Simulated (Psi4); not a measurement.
Pair of molecules: CO (SMILES [C-]#[O+]) (first 2 atoms) with C3H6 (SMILES C=CC); geometry from B3LYP-D3(BJ)/def2-TZVP, rigid monomers moved along the line of their centres of mass till C1···C3 is 3.95 Å.
(charge 0, multiplicity 1):
```json
[
 {"atom": "C", "x (Å)": "0.4595", "y (Å)": "-0.1070", "z (Å)": "0.2464"},
 {"atom": "O", "x (Å)": "-0.4970", "y (Å)": "0.4840", "z (Å)": "0.3011"},
 {"atom": "C", "x (Å)": "1.1455", "y (Å)": "-0.7152", "z (Å)": "4.0838"},
 {"atom": "C", "x (Å)": "-0.1528", "y (Å)": "-0.5141", "z (Å)": "4.2708"},
 {"atom": "C", "x (Å)": "-0.8324", "y (Å)": "0.8166", "z (Å)": "4.2310"},
 {"atom": "H", "x (Å)": "1.8240", "y (Å)": "0.1080", "z (Å)": "3.8893"},
 {"atom": "H", "x (Å)": "1.5782", "y (Å)": "-1.7066", "z (Å)": "4.1166"},
 {"atom": "H", "x (Å)": "-0.7932", "y (Å)": "-1.3716", "z (Å)": "4.4612"},
 {"atom": "H", "x (Å)": "-1.3529", "y (Å)": "1.0202", "z (Å)": "5.1710"},
 {"atom": "H", "x (Å)": "-0.1208", "y (Å)": "1.6235", "z (Å)": "4.0507"},
 {"atom": "H", "x (Å)": "-1.5880", "y (Å)": "0.8451", "z (Å)": "3.4403"}
]
```

The numbers are results of SAPT0/jun-cc-pV(D+d)Z in Psi4 1.11, not measurements.

### Question
Give the four SAPT terms and the total, and say what mostly holds the pair together.

### Answer
electrostatics -2.0, exchange 2.1, induction -0.3, dispersion -2.8, total -3.0 kJ/mol; the largest attraction is dispersion.
